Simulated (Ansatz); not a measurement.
This geometry of AlClH$_{5}$NO (9 atoms, charge 0, multiplicity 1) is a first-order saddle point.

All numbers below come from Ansatz 0.2.0, RKS r2SCAN/def2-SVP.

```xyz
9
Properties=species:S:1:pos:R:3
Al -0.064 0.347 -0.025
H -0.257 -0.105 1.706
O 1.522 0.009 -0.544
H 1.798 -0.753 -1.059
Cl -1.789 -0.332 -1.044
N -0.194 2.030 0.791
H -1.031 2.610 0.746
H 0.630 2.623 0.892
H -0.263 0.900 1.671
```

Task: Which two structures does it join? (They come from a converged band through this point; their orientation in space is the band's.)

Result: Bonds broken: Al1–H2, N6–H9. Bonds formed: H2–H9. AlClH5NO becomes AlClH3NO + H2.

Image 0:

```xyz
9
Properties=species:S:1:pos:R:3
Al -0.122 -0.034 0.249
H -0.259 -0.961 1.533
O 1.418 0.207 -0.503
H 1.871 -0.442 -1.046
Cl -1.839 0.004 -1.055
N -0.188 1.876 0.924
H -0.978 2.377 0.510
H 0.677 2.307 0.582
H -0.229 1.995 1.938
```

Image 8:

```xyz
9
Properties=species:S:1:pos:R:3
Al -0.038 0.688 -0.211
H -0.184 -0.540 1.889
O 1.505 0.022 -0.457
H 1.691 -0.814 -0.890
Cl -1.772 -0.310 -0.883
N -0.177 2.324 0.433
H -1.045 2.842 0.519
H 0.610 2.915 0.676
H -0.240 0.203 2.058
```

Task: How far does it lie above each of them?

Result: 31.5 kcal/mol above the first and 12.9 kcal/mol above the second. This is the barrier of this one path; another mechanism may lie lower. The orbitals stay closed-shell, which can raise the energy where a bond breaks towards radicals; this wasn't checked here.

The run took 2.1 min on 2 threads of Intel(R) Xeon(R) 6975P-C (Granite Rapids), on a shared host, peak memory 0.17 GiB.
